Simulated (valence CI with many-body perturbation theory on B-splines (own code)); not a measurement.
**I13+: calculated level list**

Computed by valence CI with perturbative core correlation (CI+MBPT): four valence electrons over a frozen Dirac-Fock core [Kr], a basis of 7 s, 7 p, 8 d, 6 f, 4 g, 1 h functions for each j, with the one-electron correlation potential Σ1 (screened to all orders), the two-electron term Σ2, the three-electron term Σ3, Breit, model QED; selected single and double excitations, second order for the rest, scaled by the run's own slope (own B-spline code, finite nucleus).

No measured levels were compared; by estimate terms of the open shell hold to 2 to 4 % of their energy, and close levels can change places. Excitations out of the core, of the other parity, are not computed and may begin above about 60.5 eV (a cautious bound); beyond it only levels of the ground parity were kept, without lifetimes.

Levels 46 to 68 of 68, with energies above the lowest level, 4d4 5D_0. "Leading %" is the weight of the configuration and term that name the level; weights of strongly mixed levels are sums over their largest components and can fall short. In the jj column 3d3/2^4 stands for four electrons in 3d with j = 3/2.

```
No.  Configuration  Term  J  E (cm⁻¹)  Leading %               Leading jj
 46         4d3 5s    3P  0    792700         99  4d3/2^2 4d5/2 5s (99 %)
 47         4d3 5s    5P  3    794750         92  4d3/2 4d5/2^2 5s (61 %)
 48         4d3 5s    3G  3    796270         75  4d3/2 4d5/2^2 5s (75 %)
 49         4d3 5s    3G  4    796680         49  4d3/2 4d5/2^2 5s (52 %)
 50         4d3 5s    3H  5    796740         41  4d3/2^2 4d5/2 5s (51 %)
 51         4d3 5s    3H  4    800480         50  4d3/2 4d5/2^2 5s (70 %)
 52         4d3 5s    5P  2    804160         32  4d3/2 4d5/2^2 5s (80 %)
 53         4d3 5s    3P  1    806780         55  4d3/2 4d5/2^2 5s (84 %)
 54         4d3 5s    3P  2    807740         75  4d3/2 4d5/2^2 5s (68 %)
 55         4d3 5s    3P  1    810250         54  4d3/2 4d5/2^2 5s (90 %)
 56         4d3 5s    3H  6    810270         99  4d3/2 4d5/2^2 5s (99 %)
 57         4d3 5s    3P  0    811420         99  4d3/2 4d5/2^2 5s (99 %)
 58         4d3 5s    3H  5    813780         52  4d3/2 4d5/2^2 5s (82 %)
 59         4d3 5s    3D  3    815840         92  4d3/2 4d5/2^2 5s (67 %)
 60         4d3 5s    1H  5    819910         54        4d5/2^3 5s (53 %)
 61         4d3 5s    1D  2    820480         46  4d3/2 4d5/2^2 5s (60 %)
 62         4d3 5s    1G  4    821650         42        4d5/2^3 5s (82 %)
 63         4d3 5s    3F  3    826810         90  4d3/2 4d5/2^2 5s (63 %)
 64         4d3 5s    3F  2    827080         84  4d3/2 4d5/2^2 5s (54 %)
 65         4d3 5s    3F  4    827390         92  4d3/2 4d5/2^2 5s (87 %)
 66         4d3 5s    3P  2    828040         45        4d5/2^3 5s (73 %)
 67         4d3 5s    1P  1    830770         51        4d5/2^3 5s (82 %)
 68         4d3 5s    1F  3    833370         90  4d3/2 4d5/2^2 5s (71 %)
```

Names give the largest LS component (configuration and term), which can be under half, so a name can repeat, a term be missing and a line seem to break the LS rules; names also repeat where a configuration has a term twice.

Where two levels of one J and parity lie close, their mixing, g and order are uncertain.
